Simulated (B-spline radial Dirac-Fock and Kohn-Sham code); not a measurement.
Relativistic shifts of the levels of Ag³⁺

System: Ag³⁺ in the configuration 1s2 2s2 2p6 3s2 3p6 3d10 4s2 4p6 4d8.

Both columns are ΔSCF binding energies of the configuration average from a B-spline atomic structure program: non-relativistic Hartree-Fock with a point nucleus, and Dirac-Fock with a finite nucleus and the Coulomb interaction alone, averaged over the two j levels with weights 2j+1.

| shell | Hartree-Fock (eV) | Dirac-Fock (eV) | shift (eV) | shift (%) |
| --- | --- | --- | --- | --- |
| 1s | 24848.3 | 25643.1 | +794.87 | +3.20 |
| 2s | 3679.9 | 3872.1 | +192.20 | +5.22 |
| 2p | 3413.1 | 3467.4 | +54.29 | +1.59 |
| 3s | 733.5 | 772.9 | +39.34 | +5.36 |
| 3p | 625.1 | 636.9 | +11.72 | +1.88 |
| 4s | 144.8 | 152.2 | +7.38 | +5.10 |
| 4p | 108.4 | 110.3 | +1.91 | +1.76 |
| 4d | 50.70 | 50.01 | -0.69 | -1.36 |

Relativity binds 1s, 2s, 2p, 3s, 3p, 4s, 4p more strongly, among those listed most of all 3s in relative terms, and 4d more weakly, because the contracted s and p shells screen the nucleus better.

Values without a named source are computed, but for edge energies of neutral atoms, which are taken from tables.
